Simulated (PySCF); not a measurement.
Input for PySCF: R-HF/STO-3G on SiH4 (SMILES [SiH4]).

```python
from pyscf import gto, scf, dft, mp
from pyscf.data.elements import chemcore

mol = gto.M(
    atom='''
    Si    0.14733437    0.13955350    0.02510142
    H    -0.52057854    1.42005955    0.34303696
    H    -0.59881188   -0.96454508    0.67923649
    H     1.53250771    0.15005967    0.54314780
    H     0.15037037   -0.08617688   -1.43614751
    ''',
    basis='sto-3g',
    charge=0, spin=0, verbose=3, max_memory=1800)
mf = scf.RHF(mol)
mf.conv_tol = 1e-8
mf.max_cycle = 100
mf.kernel()
if not mf.converged:
    mf = mf.newton().run(mf.mo_coeff, mf.mo_occ)
```

The log:

```
converged SCF energy = -287.910056974807
```

The calculation finished and met its thresholds.

Cost: about 0.09 core-seconds (a rough figure).
